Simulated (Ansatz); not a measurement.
Cost and result up the ladder for Zn₇Se₆I₂ (the lowest singlet isomer of a short search) (15 atoms). Total charge 0; singlet. Geometry: r2SCAN-D4/def2-SVP.

```xyz
15

Zn   -0.0619    0.2452    3.3351
Zn    2.6169    0.7191    2.0094
Zn    0.3456    1.2863    0.3725
Zn   -1.8197   -0.5236   -2.0701
Zn    2.0203   -0.2154   -1.4646
Zn   -2.0735   -0.1658    1.2363
Zn    0.4849   -0.6486   -4.0255
Se    2.6777   -0.9901   -3.5251
Se   -0.1385   -1.0287   -0.3714
Se   -1.1829    1.9890    2.0245
Se    2.6927    1.7117   -0.0952
Se   -1.7131   -0.1502   -4.3305
Se    2.1271   -0.2366    3.9818
I    -1.9830   -1.6195    3.4509
I    -3.9926   -0.3727   -0.5282
```

Ansatz on 2 threads of AMD EPYC 7R13 on a shared host and a share (18 GiB) of an NVIDIA H100 80GB HBM3. Times are rough, and most runs start from the orbitals of an earlier one. No level here is sound enough to serve as a yardstick. Binding counts from free atoms at the same level (Zn singlet, Se triplet, I doublet; other spins of the atoms weren't run), without zero-point energy or a counterpoise term.

In the def2 sets I takes a core potential; there is no spin–orbit coupling. Correlated methods freeze 125 core orbitals; core or outer-core shells of Se, I are correlated, in sets that lack core-valence functions. The rows differ in basis, and correlated rows in double-zeta sets carry the largest basis error. Single mean-field runs in def2-SVP, def2-TZVP are fitted with def2-universal-jkfit. The structure comes from a short search, and lower isomers may exist.

Correlated methods converge slowly with the basis, most of all in double-zeta sets.

```
                        level  functions  wall time  binding energy per atom (eV)
                  HF/def2-SVP        461       19 s                          1.49
           r2SCAN-D4/def2-SVP        461       23 s                          2.56
             PBE0-D4/def2-SVP        461       24 s                          2.44
             PBE-D4/def2-TZVP        724       26 s                          2.29
PBE-D4/def2-SVP (with forces)        461       27 s                          2.47
                 MP2/def2-SVP        461       27 s                          2.24
            PBE0-D4/def2-TZVP        724       33 s                          2.31
```
